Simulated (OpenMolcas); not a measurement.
**Mo4+: moving the ligands**

Mo4+ with 3 ligands (fluoride) in trigonal planar coordination (D3h) at 1.77 Å. Ligand basis ANO-RCC-VDZP.
```
Mo    0.0000    0.0000    0.0000
F     1.7700    0.0000    0.0000
F    -0.8850    1.5329    0.0000
F    -0.8850   -1.5329    0.0000
```

* Program: OpenMolcas 26.06
* Method: CASSCF
* Basis: ANO-RCC-VDZP [6s5p3d1f]
* Scalar Hamiltonian: DKH2, point nucleus
* Active space: 2 electrons in 5 orbitals (4d)
* State averaging: 2S+1 = 3 even, 10 roots; 2S+1 = 1 even, 15 roots
* Spin-orbit coupling: state interaction with AMFI integrals over the reference wave functions

Runs around this geometry, states (labels of D3, the rotations of D3h). Energies in cm-1 above the lowest state or level, χT in cm3 K/mol.

```tsv
R (Å)	Ground state	First state of that spin	First gap with spin-orbit (degeneracies)	χT at 300 K	First state of another spin
1.71	2S+1 = 3	3E 56.1	535.3 (1, 2)	0.178	2S+1 = 1: 6978
1.77	2S+1 = 3	3E 1058	382.4 (1, 2)	0.268	2S+1 = 1: 8780
1.81	2S+1 = 3	3E 1567	318.5 (1, 2)	0.349	2S+1 = 1: 9706
```

Without dynamic correlation the repulsion within the d shell is too large (B by tens of per cent), so at a given field states of lower spin stand too high. With metal d orbitals alone the field can be off either way by tens of per cent. Ligand-to-metal charge-transfer states are missing. With no ligand orbital active B as a rule stays too high, so bands that hang on it stand too high and its fall with covalency is understated. Spin-orbit coupling mixes the spin-free states strongly: the lowest level takes only 60 % from its leading state, 3E, which lies 56 cm-1 above the lowest spin-free state (figures for R = 1.71; the like holds for R = 1.77). The least metal-like active orbital is 68 % on the metal (Löwdin) and no ligand orbital is active, so the numbers are rough (holds for R = 1.71). The least metal-like active orbital is 71 % on the metal (Löwdin) and no ligand orbital is active, so the numbers are rough (holds for R = 1.77). The least metal-like active orbital is 73 % on the metal (Löwdin) and no ligand orbital is active, so the numbers are rough (holds for R = 1.81). No measured value stands beside these numbers; the geometry is a model, was not optimised and need not be the one that this ion takes.

A state without a sure symmetry label is named by its multiplicity alone.
